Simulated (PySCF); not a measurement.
Delta-SCF ions had no search for a lower state. Excitations are Tamm–Dancoff values on a coarser integration grid. The basis has no diffuse functions, so Rydberg states are missing or too high.

H14F2Ge7, SMILES `[F][GeH2][GeH2][GeH2][GeH2][GeH2][GeH2][GeH2][F]` (charge 0, multiplicity 1)

Method: PBE-D3(BJ)/def2-TZVP // PBE-D3(BJ)/def2-SVP (PySCF).

```json
{
  "HOMO": "-6.44 eV",
  "dipole_moment": "1.79 D",
  "HOMO–LUMO gap": "4.05 eV",
  "LUMO": "-2.38 eV",
  "S1 excitation (TDA)": "4.57 eV",
  "S1 oscillator strength": "1.60",
  "brightest of the four lowest singlets (TDA)": "4.57 eV",
  "T1 excitation (TDA)": "3.90 eV",
  "S1–T1 gap (TDA)": "0.67 eV",
  "vertical ionisation energy (Delta-SCF)": "8.21 eV",
  "total_energy": "-14744.9495 Ha",
  "cost": "about 50 core-minutes (a rough figure)"
}
```

```xyz
23

F     -5.8241    -2.2320    -1.7358
Ge    -5.5756    -1.4359    -0.1740
Ge    -3.9371     0.3451    -0.4753
Ge    -3.5320     1.5192     1.6301
Ge    -1.8601     3.2804     1.3668
Ge    -1.5080     4.5170     3.4438
Ge     0.2007     6.2440     3.1738
Ge     0.4657     7.5409     5.2221
F      1.7243     8.7564     4.9489
H     -6.9698    -0.9019     0.2598
H     -5.0828    -2.5456     0.7972
H     -2.6048    -0.2610    -0.9930
H     -4.4588     1.3542    -1.5336
H     -4.8641     2.1399     2.1388
H     -3.0486     0.5046     2.7051
H     -0.5160     2.6477     0.9088
H     -2.3214     4.2668     0.2572
H     -2.8462     5.1756     3.8846
H     -1.0769     3.5347     4.5696
H      1.5527     5.5752     2.8061
H     -0.2061     7.1928     2.0140
H     -0.8178     8.3328     5.6001
H      0.9564     6.6800     6.4203
```
